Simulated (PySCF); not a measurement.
H3BrFNOSi (SMILES N[Si](O)(F)Br), singlet, geometry from GFN2-xTB; DF-PBE0/6-31G run with PySCF.

The PySCF input:
```python
from pyscf import gto, scf, dft

mol = gto.M(
    atom='''
N    -1.36887212    0.48680505    1.63720673
Si   -0.04314631    0.56957278    0.56777603
O     0.03174650    1.94566519   -0.25229305
F     1.24424736    0.37477334    1.49641497
Br    0.06614595   -0.95868675   -0.99139258
H    -2.30070205    0.65489536    1.29980049
H    -1.37326809   -0.21223546    2.35997589
H     0.09281652    2.79144076    0.18026213
''',
    basis='6-31g',
    verbose=4,
    max_memory=1800,
)

mf = dft.RKS(mol)
mf.xc = 'pbe0'
mf = mf.density_fit(auxbasis='def2-universal-jkfit')
mf.kernel()
```

It wrote (shortened):

```
PySCF version 2.14.0

[INPUT] verbose = 4
[INPUT] num. atoms = 8
[INPUT] num. electrons = 76
[INPUT] charge = 0
[INPUT] spin (= nelec alpha-beta = 2S) = 0
[INPUT] symmetry False subgroup None
[INPUT] Mole.unit = angstrom
[INPUT] Symbol           X                Y                Z      unit          X                Y                Z       unit  Magmom
[INPUT]  1 N     -1.368872120000   0.486805050000   1.637206730000 AA   -2.586793406353   0.919928220555   3.093872328995 Bohr   0.0
[INPUT]  2 Si    -0.043146310000   0.569572780000   0.567776030000 AA   -0.081534709186   1.076336562207   1.072941196793 Bohr   0.0
[INPUT]  3 O      0.031746500000   1.945665190000  -0.252293050000 AA    0.059992190414   3.676774339200  -0.476764767631 Bohr   0.0
[INPUT]  4 F      1.244247360000   0.374773340000   1.496414970000 AA    2.351286741613   0.708218971389   2.827814461999 Bohr   0.0
[INPUT]  5 Br     0.066145950000  -0.958686750000  -0.991392580000 AA    0.124997729749  -1.811655396749  -1.873460458126 Bohr   0.0
[INPUT]  6 H     -2.300702050000   0.654895360000   1.299800490000 AA   -4.347696768725   1.237572870648   2.456266942675 Bohr   0.0
[INPUT]  7 H     -1.373268090000  -0.212235460000   2.359975890000 AA   -2.595100585705  -0.401066893321   4.459708092677 Bohr   0.0
[INPUT]  8 H      0.092816520000   2.791440760000   0.180262130000 AA    0.175397802635   5.275058529348   0.340646056331 Bohr   0.0

nuclear repulsion = 453.482078048812
number of shells = 39
number of NR pGTOs = 214
number of NR cGTOs = 73
basis = 6-31g
ecp = {}

******** <class 'pyscf.df.df_jk.DFRKS'> ********
method = DFRKS
initial guess = minao
damping factor = 0
level_shift factor = 0
DIIS = <class 'pyscf.scf.diis.CDIIS'>
diis_start_cycle = 1
diis_space = 8
diis_damp = 0
SCF conv_tol = 1e-09
SCF conv_tol_grad = None
SCF max_cycles = 50
direct_scf = False
XC library pyscf.dft.libxc version 7.1.2
    S. Lehtola, C. Steigemann, M. J. T. Oliveira, and M. A. L. Marques,  SoftwareX 7, 1–5 (2018)
XC functionals = pbe0
    C. Adamo and V. Barone,  J. Chem. Phys. 110, 6158 (1999)
    M. Ernzerhof and G. E. Scuseria,  J. Chem. Phys. 110, 5029 (1999)
radial grids:
    Treutler-Ahlrichs [JCP 102, 346 (1995); DOI:10.1063/1.469408] (M4) radial grids

becke partition: Becke, JCP 88, 2547 (1988); DOI:10.1063/1.454033
pruning grids: <function nwchem_prune>
grids dens level: 3
symmetrized grids: False
atomic radii adjust function: <function treutler_atomic_radii_adjust>
small_rho_cutoff = 0
Set gradient conv threshold to 3.16228e-05
Initial guess from minao.
tot grids = 111280
******** <class 'pyscf.df.df.DF'> ********
auxbasis = def2-universal-jkfit
init E= -3093.87169243665
  HOMO = -0.324231696767677  LUMO = -0.0270727399810968  gap/eV = 8.08611
cycle= 1 E= -3094.09443032935  delta_E= -0.223  |g|= 0.91  |ddm|= 2.77
  HOMO = -0.242838629011798  LUMO = 0.0174481002582025  gap/eV = 7.08276
cycle= 2 E= -3093.98480385939  delta_E= 0.11  |g|= 1.23  |ddm|= 1.89
  HOMO = -0.292383327470164  LUMO = 0.00319605237026277  gap/eV = 8.04312
cycle= 3 E= -3094.25751769603  delta_E= -0.273  |g|= 0.0999  |ddm|= 1.07
  HOMO = -0.302260600317847  LUMO = 0.00610392877054711  gap/eV = 8.39103
cycle= 4 E= -3094.25970359452  delta_E= -0.00219  |g|= 0.0297  |ddm|= 0.154
  HOMO = -0.29835669642774  LUMO = 0.0077837668210754  gap/eV = 8.33051
cycle= 5 E= -3094.25985026427  delta_E= -0.000147  |g|= 0.00981  |ddm|= 0.0303
  HOMO = -0.298922322567662  LUMO = 0.00770864336429744  gap/eV = 8.34385
cycle= 6 E= -3094.25987456181  delta_E= -2.43e-05  |g|= 0.00136  |ddm|= 0.0136
  HOMO = -0.298867968372224  LUMO = 0.00765408148227609  gap/eV = 8.34089
cycle= 7 E= -3094.25987484808  delta_E= -2.86e-07  |g|= 0.000307  |ddm|= 0.00158
  HOMO = -0.298854488398374  LUMO = 0.00766738182866966  gap/eV = 8.34088
cycle= 8 E= -3094.25987487138  delta_E= -2.33e-08  |g|= 0.00018  |ddm|= 0.000579
  HOMO = -0.298866490236841  LUMO = 0.00766376409753322  gap/eV = 8.34111
cycle= 9 E= -3094.25987487707  delta_E= -5.69e-09  |g|= 2.22e-05  |ddm|= 0.000154
  HOMO = -0.298865971356585  LUMO = 0.00766330060346165  gap/eV = 8.34109
cycle= 10 E= -3094.25987487721  delta_E= -1.35e-10  |g|= 2.18e-06  |ddm|= 3.05e-05
  HOMO = -0.298865771192118  LUMO = 0.00766380005558265  gap/eV = 8.34109
Extra cycle  E= -3094.25987487721  delta_E= -4.55e-12  |g|= 2.39e-06  |ddm|= 5.13e-06
converged SCF energy = -3094.25987487721
```
